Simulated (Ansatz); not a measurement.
Q: Name a neutral molecule of C, N, Sn and H with LUMO energy (B3LYP/def2-TZVPP) between -0.85 and -0.55 eV and LUMO energy (ωB97M-V/def2-TZVPP) between 0.70 and 1.00 eV (Ansatz, PBE0-D4/def2-TZVP geometry).

A: `CC1=[N+](C)[Sn-]([CH3])[N]1C` (-0.81 eV, 0.96 eV). Other molecules can fit too; these were computed, each in one conformer that needn't be the lowest.

B3LYP here is the variant with VWN-RPA as its local correlation; programs differ in this.
